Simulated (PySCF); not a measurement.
O4Rh, SMILES [O]=[Rh+](=[O])(=[O])=[O], charge +1, multiplicity 1. Atoms are numbered in the order given.

```xyz
5

Rh     0.0000     0.0000     0.0000
O      0.9716     0.9716     0.9716
O     -0.9716     0.9716    -0.9716
O     -0.9716    -0.9716     0.9716
O      0.9716    -0.9716    -0.9716
```
Charge +1, spin multiplicity 1.

The structure is a stationary point at B3LYP-D3(BJ)/def2-SVP. The multiplicity is an assumed one; other spin states were not compared. The def2 effective core potentials stand for the cores of Rh; spin–orbit coupling is left out.

All values below come from B3LYP-D3(BJ)/def2-SVP in PySCF.

Frequencies are harmonic and unscaled.

Modes within 1.5 cm⁻¹ of each other (mostly degenerate sets) share a row, with their intensities summed.

Q: Estimate the vibrational spectrum. (An estimate is asked for; the answer gives what the named calculation found.)

A: 
```tsv
mode	ν (cm⁻¹)	IR (km/mol)	moving atoms (share of kinetic energy)
1–2	327	0.0	O 100 %
3–5	346	8.2	O 79 %, Rh 21 %
6	912	0.0	O 100 %
7–9	949	81.9	O 83 %, Rh 17 %
```
